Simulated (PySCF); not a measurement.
A calculated (M06-L, PySCF 2.14, cc-pV(D+d)Z, no relativity, point nucleus) atom or ion has these occupied shells.

```json
{"shell": "1s", "electrons": "2", "orbital energy (eV)": "-3122.0", "rms radius, mean of both spins (bohr)": "0.0998"}
{"shell": "2s", "electrons": "2", "orbital energy (eV)": "-301.58", "rms radius, mean of both spins (bohr)": "0.450"}
{"shell": "2p", "electrons": "6", "orbital energy (eV)": "-233.37", "rms radius, mean of both spins (bohr)": "0.419"}
{"shell": "3s", "electrons": "2", "orbital energy (eV)": "-25.379", "rms radius, mean of both spins (bohr)": "1.52"}
{"shell": "3p", "electrons": "6", "orbital energy (eV)": "-10.673", "rms radius, mean of both spins (bohr)": "1.80"}
```

**Question.** Name the element and its charge.

**Answer.** Ar (argon, neutral), in [Ar], closed-shell 1S.
